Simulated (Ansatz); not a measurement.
Reaction (substitution at a C–Se bond): `[CH3][GeH2][Se]C` + `[F][Cd][SH]` → `C[S][Cd][F]` + `[CH3][GeH2][SeH]`

Program: Ansatz. Geometries: PBE0-D4/def2-TZVP. ΔE: electronic, gas phase. CBS: MP2 limit from def2 TZ/QZ plus the TZ coupled-cluster correction, frozen cores. DFT in def2-TZVPP. B3LYP here is the variant with VWN-RPA as its local correlation; programs differ in this. def2 core potentials past Kr. For Cd, Ge, Se outer-core shells are correlated without core-valence functions, which leaves a few kJ/mol of doubt a bond. Scalar relativity is left out up to krypton. One conformer a species, not always the lowest.

`[CH3][GeH2][Se]C`:

Z-matrix (Å, degrees):
```
C
Ge 1 1.952
H 1 1.091 2 110.3
H 1 1.092 2 110.1 3 119.8
H 1 1.090 2 109.8 3 -120.0
Se 2 2.351 1 111.3 3 60.8
H 2 1.543 1 110.1 3 -59.5
H 2 1.538 1 111.3 3 178.3
C 6 1.957 2 96.8 1 -65.9
H 9 1.089 6 106.4 2 -176.7
H 9 1.088 6 110.8 2 64.7
H 9 1.089 6 110.3 2 -58.1
```

`[F][Cd][SH]`:

```xyz
4

F    -1.885    0.455   -1.809
Cd   -0.610    0.287   -0.358
S     0.893    0.112    1.388
H     1.603   -0.854    0.780
```

`C[S][Cd][F]`:

Cartesian coordinates in Å:
```
C 0.072 -1.192 -0.278
S -0.750 0.222 -1.080
Cd -0.216 1.986 0.314
F 0.214 3.489 1.466
H -0.317 -1.377 0.722
H -0.156 -2.058 -0.901
H 1.153 -1.070 -0.243
```

`[CH3][GeH2][SeH]`:

```xyz
9

C    -0.779    0.272    0.964
Ge    0.569   -0.608   -0.134
Se    0.319   -0.012   -2.407
H    -0.661    1.355    0.904
H    -1.775    0.006    0.609
H    -0.674   -0.036    2.006
H     0.397   -2.137   -0.132
H     1.988   -0.243    0.335
H     0.617    1.402   -2.145
```

```tsv
level	ΔE (kJ/mol)	difference from CCSD(T)/CBS
revPBE-D4	14.1	-4.6
B3LYP-D4	15.4	-3.3
BHLYP-D4	17.0	-1.7
PBE	12.2	-6.5
r2SCANh	14.4	-4.3
CAM-B3LYP	14.0	-4.7
RPA@PBE/def2-TZVPP	20.5	1.8
HF/def2-TZVPP	16.2	-2.5
SCS-MP2/def2-TZVPP	20.0	1.3
MP2/def2-QZVPP	20.0	1.3
CCSD(T)/CBS	18.7	0
```

Largest T1 diagnostic among the species: 0.016.

In def2-TZVPP, CCSD(T) changes the Hartree–Fock value by +4.2 kJ/mol (the triples alone add +0.1 kJ/mol) and MP2 by +4.8 kJ/mol. At CCSD(T), def2-SVP lies −5.9 kJ/mol from the extrapolated value and def2-TZVPP +1.7 kJ/mol.
